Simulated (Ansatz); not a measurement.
Reaction (ligand exchange at the Si–S bond): `[F][AlH][S][SiH3]` + `F[SiH](F)S` → `F[SiH](F)S[SiH3]` + `[F][AlH][SH]`

Isolated molecules relaxed with PBE0-D4/def2-TZVP in Ansatz; ΔE leaves out vibrations. CCSD(T)/CBS is the MP2 limit (def2-TZVPP, def2-QZVPP) plus CCSD(T) − MP2 in def2-TZVPP, frozen cores. This one scheme is used for every species. Functionals use def2-TZVPP. B3LYP here is the variant with VWN-RPA as its local correlation; programs differ in this. Each species was taken in one conformer, which may not be the lowest.

`[F][AlH][S][SiH3]`:

Cartesian coordinates in Å:
```
F 0.473 -2.938 1.648
Al -0.059 -1.661 0.757
S 1.285 0.036 0.673
Si 0.133 1.347 -0.568
H -1.456 -1.752 0.050
H 0.913 1.661 -1.790
H -0.138 2.599 0.179
H -1.152 0.708 -0.949
```

`F[SiH](F)S`:

Z-matrix (Å, degrees):
```
Si
F 1 1.585
S 1 2.104 2 111.3
F 1 1.585 2 105.3 3 120.8
H 1 1.470 2 109.7 3 -121.2
H 3 1.346 1 93.3 2 58.6
```

`F[SiH](F)S[SiH3]`:

```xyz
9

F     0.946   -1.672    0.607
Si   -0.299   -1.538   -0.368
F    -1.579   -1.626    0.563
S    -0.228    0.278   -1.418
Si    0.292    1.579    0.222
H    -0.319   -2.669   -1.307
H     1.759    1.588    0.425
H    -0.394    1.135    1.458
H    -0.178    2.924   -0.183
```

`[F][AlH][SH]`:

```xyz
5

F     1.085   -0.689   -1.709
Al    0.524   -0.087   -0.284
S    -1.626   -0.127   -0.003
H     1.534    0.472    0.779
H    -1.516    0.432    1.216
```

```csv
level,ΔE (kJ/mol),difference from CCSD(T)/CBS
PBE-D4,-2.4,-0.4
r2SCAN-D4,-3.0,-1.0
PBE0-D4,-2.1,-0.1
r2SCAN,-2.6,-0.6
B3LYP,-1.4,0.6
HF/def2-TZVPP,-1.8,0.2
MP2/def2-TZVPP,-2.2,-0.2
CCSD(T)/def2-TZVPP,-2.1,-0.1
SCS-MP2/def2-QZVPP,-2.1,-0.1
CCSD/CBS(def2),-2.0,0.0
CCSD(T)/CBS,-2.0,0
```

Largest T1 diagnostic among the species: 0.012.
